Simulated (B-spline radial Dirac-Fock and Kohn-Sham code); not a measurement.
## Dipole and non-dipole photoemission parameters of Pt⁵⁺ 5s

System: platinum as Pt⁵⁺, configuration [Xe] 4f14 5d5; threshold 179.3 eV (orbital energy of the model). Model: Dirac-Hartree-Slater photoionisation with a Latter tail; cross sections with all multipoles, angular parameters from the dipole term and its interference with E2. Program: a radial B-spline solver.

The run's input, task.json:

```json
{"items": [{
  "Z": 78,
  "q": 5,
  "cfg": [[1, 0, 2], [2, 0, 2], [2, 1, 6], [3, 0, 2], [3, 1, 6], [3, 2, 10], [4, 0, 2], [4, 1, 6], [4, 2, 10], [4, 3, 14], [5, 0, 2], [5, 1, 6], [5, 2, 5]],
  "A": 195,
  "rrms": 5.427,
  "do": "xps",
  "hv": [52.2, 54.1, 60, 67.4, 80, 104.0, 142.0, 165.0, 244.0, 300, 436.0, 566.0, 570.0, 594.0, 799.0, 1000, 1253.6, 1340.0, 1486.9, 2770.0, 3900.0, 4540.0, 5290.0, 6230.0, 8740.0, 9251.7, 9850.0, 12400.0, 13600.0, 15000]
}]}
```

Command: `python xray2_run.py task.json out`

| hν (eV) | σ (kb) | β | γ |
| --- | --- | --- | --- |
| 244 | 61.1 | 1.541 | 0.198 |
| 300 | 51.9 | 1.644 | 0.296 |
| 436 | 35.5 | 1.754 | 0.416 |
| 566 | 25.5 | 1.797 | 0.460 |
| 570 | 25.3 | 1.798 | 0.461 |
| 594 | 24.0 | 1.803 | 0.465 |
| 799 | 16.2 | 1.840 | 0.489 |
| 1000 | 11.7 | 1.859 | 0.488 |
| 1253.6 | 8.33 | 1.874 | 0.462 |
| 1340 | 7.53 | 1.878 | 0.451 |
| 1486.9 | 6.42 | 1.884 | 0.431 |
| 2770 | 2.35 | 1.912 | 0.230 |
| 3900 | 1.30 | 1.922 | 0.079 |
| 4540 | 0.996 | 1.926 | 0.012 |
| 5290 | 0.755 | 1.930 | -0.051 |
| 6230 | 0.558 | 1.933 | -0.107 |
| 8740 | 0.295 | 1.938 | -0.169 |
| 9251.7 | 0.264 | 1.939 | -0.169 |
| 9850 | 0.234 | 1.939 | -0.166 |
| 12400 | 0.148 | 1.941 | -0.109 |
| 13600 | ? | ? | ? |
| 15000 | 0.101 | 1.943 | -0.004 |

Question: Give the values at 13600 eV.

Answer: σ = 0.123 kb, β = 1.942, γ = -0.065. For an s subshell δ is negligible.

Values without a named source are computed, but for edge energies of neutral atoms, which are taken from tables.
